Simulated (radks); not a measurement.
Question: Er, 68 electrons, occupied as [Xe] 4f12 6s1 6p1 (not the ground configuration). Calculated with a radial shooting solver on a logarithmic mesh with Libxc functionals: Dirac Kohn-Sham, PBEsol, spin-unpolarised, spherical densities, point nucleus; open shells fill j = l - 1/2 first. Some entries of the table are withheld. Estimate them.

| orbital | occ. | eigenvalue (hartree) | <r> (bohr) |
|---|---|---|---|
| 1s1/2 | 2 | -2105.274 | 0.02037 |
| 2s1/2 | 2 | -353.5192 | 0.08591 |
| 2p1/2 | 2 | -336.7292 | 0.07148 |
| 2p3/2 | 4 | -303.0528 | 0.07876 |
| 3s1/2 | 2 | (1) | 0.2250 |
| 3p1/2 | 2 | -71.86552 | 0.2147 |
| 3p3/2 | 4 | -64.79354 | 0.2284 |
| 3d3/2 | 4 | -52.19568 | (2) |
| 3d5/2 | 6 | -50.64968 | (3) |
| 4s1/2 | 2 | -15.65428 | 0.5082 |
| 4p1/2 | 2 | -12.71273 | 0.5172 |
| 4p3/2 | 4 | -11.11891 | 0.5488 |
| 4d3/2 | 4 | -6.27878 | 0.5775 |
| 4d5/2 | 6 | -5.98923 | 0.5888 |
| 5s1/2 | 2 | -1.95337 | 1.254 |
| 5p1/2 | 2 | -1.16082 | 1.417 |
| 5p3/2 | 4 | -0.96319 | 1.530 |
| 4f5/2 | 6 | -0.18511 | 0.8187 |
| 6s1/2 | 1 | -0.16799 | 3.929 |
| 4f7/2 | 6 | -0.14533 | 0.8416 |
| 6p1/2 | 1 | -0.06933 | 5.293 |
| 6p3/2 | 0 | -0.05957 | 5.670 |

Answer: 
(1) 3s1/2 eigenvalue (hartree): -79.23086
(2) 3d3/2 <r> (bohr): 0.2013
(3) 3d5/2 <r> (bohr): 0.2055
